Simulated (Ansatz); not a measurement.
CH$_{7}$AlClNSi (`[NH2][AlH][CH]([SiH3])Cl`), relaxed with RKS PBE0-D4/def2-TZVP in Ansatz 0.2.0 from a PBE-D4/def2-SVP geometry. The force threshold is 0.005 eV/Å; the program also tests the step.

The species carries charge 0 and has multiplicity 1.

Start:

```xyz
12

N     0.348   -2.428   -0.563
Al   -0.374   -0.863   -0.993
C    -0.730    0.415    0.485
Si    0.407    1.933    0.481
Cl   -0.509   -0.455    2.087
H     0.538   -2.703    0.405
H     0.613   -3.173   -1.210
H    -0.672   -0.503   -2.519
H    -1.786    0.764    0.453
H     0.139    2.838    1.653
H     0.186    2.697   -0.802
H     1.840    1.478    0.524
```

| step | energy (eV) | largest force (eV/Å) | largest move (Å) |
| --- | --- | --- | --- |
| 1 | -29627.6327 | 0.626 | 0.000 |
| 2 | -29627.6743 | 0.164 | 0.031 |
| 3 | -29627.6798 | 0.073 | 0.020 |
| 4 | -29627.6803 | 0.027 | 0.006 |
| 5 | -29627.6804 | 0.012 | 0.005 |
| 6 | -29627.6805 | 0.010 | 0.016 |
| 7 | -29627.6805 | 0.007 | 0.005 |
| 8 | -29627.6806 | 0.003 | 0.009 |
| 9 | -29627.6806 | 0.003 | 0.005 |

End:

```xyz
12

N     0.334   -2.430   -0.561
Al   -0.354   -0.866   -0.977
C    -0.700    0.412    0.481
Si    0.402    1.929    0.480
Cl   -0.489   -0.421    2.071
H     0.529   -2.719    0.384
H     0.573   -3.156   -1.215
H    -0.663   -0.493   -2.483
H    -1.742    0.746    0.440
H     0.105    2.821    1.630
H     0.180    2.671   -0.793
H     1.826    1.506    0.543
```

It took 35 s on 4 threads of an Arm Neoverse V2 on a shared host, with 0.65 GiB of host memory at the peak.
